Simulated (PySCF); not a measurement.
## An excited-state table with gaps

Compound: diethoxymethane, C5H12O2.
SMILES: `C(OCC)OCC`

Computed, not measured: PySCF 2.14.0, density-fitted response routines, TDDFT PBE0/def2-SVPD, vertical, gas phase, core orbitals frozen in the response. The structure is a single GFN2-xTB conformer in the gas phase; no vibrational or solvent corrections. Torsions of this conformer, `[CH3:1][CH2:2][O:3][CH2:4][O:5][CH2:6][CH3:7]`: C1–C2–O3–C4 82°, C2–O3–C4–O5 65°, O3–C4–O5–C6 66°, C4–O5–C6–C7 83°.

Lowest singlets, with some entries withheld (?).

```tsv
state	E (eV)	f	main configurations (H = HOMO, L = LUMO)
S1	7.36	0.027	H→L (95%)
S2	7.47	0.0071	H-1→L (94%)
S3	?	?	?
S4	8.01	0.0039	H→L+1 (78%), H→L+3 (12%)
S5	?	?	?
S6	8.11	0.013	H-1→L+1 (79%), H→L+2 (10%)
S7	8.14	0.0087	H-1→L+2 (85%), H→L+1 (8%)
S8	8.34	0.017	H→L+3 (82%), H→L+1 (8%)
```

(1) Supply the missing values.

(2) Where do the lowest triplets lie (Tamm–Dancoff)?

(3) What is the mean static polarisability from the same response equations?

(4) How far apart are S5 and S7, in eV and cm⁻¹?

Answers

(1) 
- S3: E = 7.98 eV; f = 0.0035; H-2→L (84%), H→L+2 (12%)
- S5: E = 8.05 eV; f = 0.0079; H→L+2 (73%), H-2→L (13%)

(2) T1 7.27 eV, H→L (93%); T2 7.36 eV, H-1→L (91%); T3 7.84 eV, H-2→L (75%), H→L+2 (18%). E(S1) − E(T1) = +0.09 eV.

(3) 72.4 au (10.73 Å³), with principal values 62.4, 67.6 and 87.2 au.

(4) 8.138 − 8.050 = 0.088 eV, or about 710 cm⁻¹.
